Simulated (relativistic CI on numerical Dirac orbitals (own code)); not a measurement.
# Sensitivity of the levels of Cs²⁰⁺ to α and to the nuclear radius

Method of calculation: Dirac-Coulomb-Breit CI, KLI orbitals optimised for each configuration, derivatives by finite differences, unscaled Slater integrals, QED left out (own radial code, finite nucleus).

CI space (outside the closed core [Ar] 3d10): 4s²4p⁵, 4s4p⁶, 4s²4p⁴4d, 4s4p⁵4d, 4s²4p⁴4f, 4s4p⁵4f. Double excitations out of closed p, d and f shells are left out; levels of such configurations are missing from the list, as are those of other unlisted configurations, and high levels can miss mixing partners.

With x = (α/α₀)² − 1 an excitation energy changes as ω = ω₀ + qx; K = 2q/ω₀ is the relative enhancement. Terms are leading LS components, so labels can repeat. The field-shift factor is F = δν/δ⟨r²⟩ for the transition from the lowest level.

Lowest level 4s²4p⁵ ²P°3/2.

```tsv
Level	ω₀ (cm⁻¹)	q (cm⁻¹)	K	F (GHz/fm²)
4s²4p⁵ ²P°1/2	140172	154900	2.21	-6.04
4s4p⁶ ²S1/2	575399	164200	0.571	-167
4s²4p⁴4d ⁴D3/2	683577	17820	0.0521	2.92
4s²4p⁴4d ⁴D5/2	685161	24810	0.0724	2.76
4s²4p⁴4d ²P1/2	697303	25740	0.0738	2.04
4s²4p⁴4d ⁴D7/2	697643	34600	0.0992	2.78
4s²4p⁴4d ⁴F9/2	721399	39780	0.11	3.12
4s²4p⁴4d ²F7/2	723712	27460	0.0759	3.06
4s²4p⁴4d ²D3/2	743492	26690	0.0718	2.93
4s²4p⁴4d ⁴P1/2	769358	72320	0.188	-9.6
4s²4p⁴4d ²D5/2	784057	60840	0.155	2.58
4s²4p⁴4d ⁴F3/2	791720	77730	0.196	1.58
4s²4p⁴4d ²F5/2	796651	83370	0.209	1.28
```

At this charge energies of transitions that change n are usually good to better than 1 %, and those within a shell (Δn = 0) to a few per cent.
